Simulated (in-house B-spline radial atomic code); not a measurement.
# Fe II (Fe+): [Ar] 3d6 4s1

All numbers are computed (non-relativistic PBE0, spin-polarised, spherical fractional occupations; point nucleus) with a radial B-spline atomic code at the basis-set limit, not measured.

Screening seen three ways: the hydrogenic charge with the same mean radius, Z_r = [3n² - l(l+1)]/(2<r>), the one with the same energy, Z_e = n√(-2ε), and Slater's rules. Values are occupation-weighted means over spin.

```csv
shell,electrons,ε (eV),<r> (bohr),Z_r,Z_e,Slater
1s,2,-6986.3,0.05914,25.36,22.66,25.70
2s,2,-830.3,0.2696,22.25,15.62,21.85
2p,6,-716.69,0.2366,21.14,14.52,21.85
3s,2,-105.74,0.8197,16.47,8.36,14.75
3p,6,-71.806,0.8627,14.49,6.89,14.75
3d,6,-18.882,1.095,9.59,3.53,6.25
4s,1,-13.623,2.705,8.87,4.00,4.10
```

The least bound orbital is 3d down at -11.62 eV, while the most diffuse is 4s up (<r> = 2.705 bohr against 1.202 bohr): energy order and size order differ.

The density falls to 0.001 bohr⁻³ at 3.858 bohr; Σ<r²> = 25.228 bohr² gives, by the non-relativistic formula and without the paramagnetism of open shells, a Langevin diamagnetic susceptibility of -19.98×10⁻⁶ cm³/mol.

Caution: exact exchange at fractional occupations of open shells leaves self-interaction of up to several eV.
